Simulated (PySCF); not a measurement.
C10H7N3, SMILES C12=CC=CC3N2C(N=CN=3)=CC=C1.

The structure is a stationary point at PBE0-D3(BJ)/def2-SVP.

Computed with TDA-PBE/def2-SVP (PySCF).

Vertical excitations. The molecule is in vacuum. State labels are in the subgroup C2v.

**Question.** Give excitation energies, oscillator strengths and character. (The exact figures need the calculation; the answer reports its results.)

**Answer.** 
| state | symmetry | energy (eV) | λ (nm) | f | main pairs |
|---|---|---|---|---|---|
| S1 | B2 | 1.73 | 716 | 0.002 | HOMO→LUMO 99 % |
| S2 | A2 | 2.90 | 427 | 0.000 | HOMO−1→LUMO 100 % |
| S3 | A1 | 3.56 | 348 | 0.082 | HOMO→LUMO+1 75 %, HOMO−3→LUMO 21 % |
| S4 | B2 | 3.80 | 326 | 0.165 | HOMO→LUMO+2 78 %, HOMO−4→LUMO 15 % |
| S5 | B1 | 4.08 | 304 | 0.001 | HOMO−1→LUMO+1 71 %, HOMO−2→LUMO 29 % |
| S6 | B1 | 4.14 | 300 | 0.002 | HOMO−2→LUMO 71 %, HOMO−1→LUMO+1 29 % |
| T1 | B2 | 1.50 | 826 | 0 | HOMO→LUMO 100 % |
| T2 | A1 | 2.40 | 517 | 0 | HOMO→LUMO+1 99 % |
Triplets are in the Tamm–Dancoff approximation.
